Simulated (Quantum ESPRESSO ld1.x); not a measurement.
The numbers below are computed, except where a source is named.
All-electron atom: Hf XLIV in [Ar] 3d10 4s1 (the NIST ground configuration). Level of theory: scalar-relativistic Kohn-Sham, LDA (Slater exchange, VWN5 correlation), spin-unpolarised, spherical densities, point nucleus (ld1.x of Quantum ESPRESSO 7.5).

Normalised radial functions P(r) = r R(r), r in bohr:

r             2p      3d       4p
0.001154  0.0210  0.0001   0.0065
0.001694  0.0399  0.0001   0.0123
0.002487  0.0760  0.0004   0.0233
0.003622  0.1421  0.0011   0.0436
0.005318  0.2665  0.0031   0.0816
0.007808  0.4901  0.0087   0.1495
0.01137   0.8620  0.0236   0.2607
0.01669   1.4560  0.0632   0.4325
0.02431   2.2500  0.1583   0.6434
0.0357    3.1174  0.3761   0.8120
0.05241   3.6256  0.8031   0.7221
0.07633   3.2902  1.4562   0.1521
0.1121    2.0813  2.1651  -0.7843
0.1645    0.7842  2.3938  -1.1305
0.2396    0.1473  1.7759   0.0331
0.3518    0.0094  0.7384   1.6636
0.5124    0.0001  0.1385   1.5269
0.7523    0.0000  0.0073   0.4098
1.104     0.0000  0.0001   0.0245
1.609     0.0000  0.0000   0.0002

2p: eigenvalue -11871.3 eV, 0 radial nodes, <r> = 0.0716 bohr, 90 % of the charge inside 0.117 bohr. 3d: eigenvalue -3633.7 eV, 0 radial nodes, <r> = 0.183 bohr, 90 % of the charge inside 0.283 bohr. 4p (empty): eigenvalue -2047.0 eV, 2 radial nodes at r = 0.0816, 0.238 bohr, <r> = 0.415 bohr, 90 % of the charge inside 0.591 bohr.
